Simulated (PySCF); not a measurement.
Isomers of C4H9BN2. Method used: PySCF, PBE0-D3(BJ)/def2-SVP geometry optimisation, gas phase. One conformer each; no zero-point energy, no entropy. No frequencies were run at this level. Point groups hold within 0.08 Å.

Question: Order them by energy at this level, lowest first, and give relative energies in kJ/mol.
A. `[CH3:1][C:2]#[C:3][B:4]([NH2:5])[NH:6][CH3:7]` with C3–B4–N6–C7 -1°
B. `[CH2:1]=[CH:2][B:3]1[NH:4][CH2:5][CH2:6][NH:7]1` with C1–C2–B3–N4 -21°, C2–B3–N4–C5 -172°, B3–N4–C5–C6 -21°, N4–C5–C6–N7 25°, C5–C6–N7–B3 -21°

Answer: B (0.0), A (58.6).

As drawn, the lower has a C=C bond outside aromatic rings, which the higher lacks; the higher has a C≡C bond, which the lower lacks.

```tsv
SMILES	E (Eh)	E rel (kJ/mol)	dipole (D)	point group	A, B, C (MHz)
C=CB1NCCN1	-291.70164	0.0	0.91	C1	6414, 1782, 1446
CC#CB(N)NC	-291.67931	58.6	0.67	–	3684, 1472, 1066
```

Q: How do the relative energies change in single points at CAM-B3LYP/pcSseg-1 (no added dispersion term) on the same geometries?

A: 
```
    SMILES  PBE0-D3(BJ)/def2-SVP (kJ/mol)  CAM-B3LYP/pcSseg-1 (kJ/mol)  shift
C=CB1NCCN1                            0.0                          0.0    0.0
CC#CB(N)NC                           58.6                         34.1  -24.5
```

Each column counts from its own lowest isomer. The order is unchanged; the largest shift is 24.5 kJ/mol.
